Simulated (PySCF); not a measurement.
## Removing an electron from cyclo-(GeH2)4

Species: cyclo-(GeH2)4.
Geometry (PBE0-D3(BJ)/def2-SVP, Å), atoms numbered from 1 in this order:
```xyz
12
Ge4H8 angstrom
Ge    -0.8393   -0.6707   -1.3585
H     -1.8777    0.0654   -2.2281
H     -0.6826   -2.1081   -1.8946
Ge     1.2743    0.5382   -1.0498
H      1.3448    1.8982   -1.7728
H      2.5282   -0.2786   -1.4252
Ge     0.8521    0.6718    1.3655
H      1.8937   -0.0710    2.2262
H      0.6925    2.1031    1.9152
Ge    -1.2565   -0.5478    1.0590
H     -2.5210    0.2392    1.4570
H     -1.2931   -1.9225    1.7571
```

Level: CAM-B3LYP/def2-SVPD (PySCF). Frontier orbitals with their largest atomic shares (Löwdin; up to four atoms above 4 %):

```
orbital  ε (eV)                               main atoms
 HOMO−3  -10.42  Ge4 12 %, Ge1 12 %, Ge10 12 %, Ge7 12 %
 HOMO−2   -8.78  Ge1 23 %, Ge7 22 %, Ge4 14 %, Ge10 13 %
 HOMO−1   -8.77  Ge4 23 %, Ge10 22 %, Ge7 14 %, Ge1 13 %
   HOMO   -8.45                                        ?
   LUMO    0.16  Ge4 18 %, Ge7 18 %, Ge10 18 %, Ge1 18 %
 LUMO+1    0.18  Ge7 18 %, Ge1 18 %, Ge4 18 %, Ge10 18 %
 LUMO+2    0.18  Ge10 18 %, Ge4 18 %, Ge7 18 %, Ge1 18 %
```

Question: What vertical ionisation energy does ΔSCF give, and how far is −ε(HOMO) from it?

Answer: ΔSCF: 9.09 eV (877 kJ/mol; threshold wavelength 136 nm); ⟨S²⟩ of the doublet left behind is 0.763, against 0.75 for a pure doublet. −ε(HOMO) is 8.45 eV, 0.64 eV below it. For the exact functional −ε(HOMO) would equal the first vertical ionisation energy; CAM-B3LYP (range-separated hybrid) falls short of its own ΔSCF value by 7 %. Holes in the HOMO−1 and HOMO−2 were tried too where these lie within 1.2 eV of the HOMO; the lowest converged state counts.

Question: On which atoms does the HOMO lie?

Answer: Ge10 (germanium bonded to 2 Ge and 2 H) 22 %, Ge1 (germanium bonded to 2 Ge and 2 H) 22 %, Ge7 (germanium bonded to 2 Ge and 2 H) 21 %, Ge4 (germanium bonded to 2 Ge and 2 H) 21 %, so no atom holds as much as 40 %. The HOMO−1 lies 0.32 eV lower.

Question: With α = 136.0 au, estimate the like-pair dispersion coefficient by London's formula C6 = (3/4)α²I.

Answer: I = 0.3341 Eh, so C6 ≈ 4630 au, a rough estimate.

Question: Shift the occupied levels rigidly so that −ε(HOMO) equals the ΔSCF value. What binding energies result?

Answer: The shift is +0.64 eV: HOMO 9.09, HOMO−1 9.41, HOMO−2 9.42, HOMO−3 11.06 eV. A rigid shift is only a rough guide to the deeper ionisations.

Question: What kinetic energy would electrons from this vertical process carry with 118.2 nm light (10.49 eV)?

Answer: 10.49 − 9.09 = 1.40 eV.

Question: What total energies stand behind the ΔSCF value?

Answer: E(N) = -8312.26800 Eh and E(N − 1) = -8311.93387 Eh at the same geometry, 0.33413 Eh apart.

One conformer (not necessarily the lowest) at the PBE0-D3(BJ)/def2-SVP geometry, without solvent, vibrations or thermal averaging. The calculation is non-relativistic, for germanium too.

The run behind these numbers computed excited states and ΔSCF ions as well. On one thread of an Intel Xeon at 2.60 GHz, shared host with 96 logical CPUs at a one-minute load of 22, this took 3.9 min wall (with the writing of density and orbital grids) and 1.4 GiB of memory at its peak.
